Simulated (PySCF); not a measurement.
n-butyl acetate (C6H12O2), SMILES C(CCOC(C)=O)C. Geometry: TPSSh-D3(BJ)/def2-SVP. One conformer was computed; it need not be the lowest.

**Question.** Give the equilibrium geometry at TPSSh-D3(BJ)/def2-SVP (PySCF confirms it by a frequency run) as bond lengths and angles, and its point group. (An estimate is asked for; the answer gives what the named calculation found.)

**Answer.** One answer among several that fit: point group Cs.
Atoms: C1 C2 C3 C4 O5 C6 C7 O8 H9 H10 H11 H12 H13 H14 H15 H16 H17 H18 H19 H20. Bonded distances (Å): C1–C2 1.529, C1–H9 1.102, C1–H10 1.101, C1–H11 1.102, C2–C3 1.531, C2–H12 1.105, C2–H13 1.105, C3–C4 1.517, C3–H14 1.104, C3–H15 1.104, C4–O5 1.440, C4–H16 1.102, C4–H17 1.102, O5–C6 1.351, C6–C7 1.509, C6–O8 1.210, C7–H18 1.100, C7–H19 1.100, C7–H20 1.096. Bond angles (°): C2–C1–H9 111.1, C2–C1–H10 111.3, C2–C1–H11 111.1, H9–C1–H10 107.8, H9–C1–H11 107.5, H10–C1–H11 107.8, C1–C2–C3 112.9, C1–C2–H12 109.5, C1–C2–H13 109.5, C3–C2–H12 109.3, C3–C2–H13 109.3, H12–C2–H13 106.0, C2–C3–C4 112.4, C2–C3–H14 110.0, C2–C3–H15 110.0, C4–C3–H14 108.9, C4–C3–H15 108.9, H14–C3–H15 106.5, C3–C4–O5 107.9, C3–C4–H16 112.0, C3–C4–H17 112.0, O5–C4–H16 108.9, O5–C4–H17 108.9, H16–C4–H17 107.1, C4–O5–C6 115.9, O5–C6–C7 110.9, O5–C6–O8 123.2, C7–C6–O8 125.9, C6–C7–H18 109.8, C6–C7–H19 109.8, C6–C7–H20 109.5, H18–C7–H19 107.3, H18–C7–H20 110.2, H19–C7–H20 110.2.
Charge 0, spin multiplicity 1.
